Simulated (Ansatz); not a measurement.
Reactions of CH7ClOSi2, SMILES `C[SiH](Cl)[SiH2]O`.

Calculated with Ansatz (gas phase, PBE0-D4/def2-TZVP geometries, no zero-point term in ΔE). CCSD(T)/CBS adds triple-zeta CCSD(T) − MP2 to the extrapolated MP2 energy (def2 sets, frozen cores). This one scheme is used for every species, atoms too. Functionals use def2-TZVPP. No spin–orbit coupling; open shells (•) take unrestricted orbitals. Spin–orbit coupling would lower the free atoms: a little for C, Cl, O, Si. Each species was taken in one conformer, which may not be the lowest.

```json
{"reaction": "`C[SiH](Cl)[SiH2]O` + H₂ → `O[SiH2][SiH2]Cl` + CH₄", "CCSD(T)/CBS(def2) (eV)": "-0.19"}
{"reaction": "`C[SiH](Cl)[SiH2]O` → C• + Cl• + 7 H• + O• + 2 Si•", "CCSD(T)/CBS(def2) (eV)": "?"}
{"reaction": "`C[SiH](Cl)[SiH2]O` → `[CH2]` (triplet) + `O[SiH2][SiH2]Cl`", "CCSD(T)/CBS(def2) (eV)": "?"}
{"reaction": "`C[SiH](Cl)[SiH2]O` + CH₃OH → `CO[SiH](C)Cl` + `O[SiH3]`", "CCSD(T)/CBS(def2) (eV)": "-1.21"}
{"reaction": "`C[SiH](Cl)[SiH2]O` → `[SiH3]CO[SiH2]Cl`", "CCSD(T)/CBS(def2) (eV)": "1.00"}
{"reaction": "`C[SiH](Cl)[SiH2]O` + H–F → `C[SiH](F)[SiH2]O` + HCl", "CCSD(T)/CBS(def2) (eV)": "-0.24"}
{"reaction": "`C[SiH](Cl)[SiH2]O` → `C[Si]Cl` + `O[SiH3]`", "CCSD(T)/CBS(def2) (eV)": "1.91"}
```

(1) Fill in the missing values. (Best estimate.)

Largest T1 diagnostic: 0.012, for `C[Si]Cl`.

Results:

(1) Computed: `C[SiH](Cl)[SiH2]O` → C• + Cl• + 7 H• + O• + 2 Si•: +43.15 eV; `C[SiH](Cl)[SiH2]O` → `[CH2]` (triplet) + `O[SiH2][SiH2]Cl`: +5.02 eV.
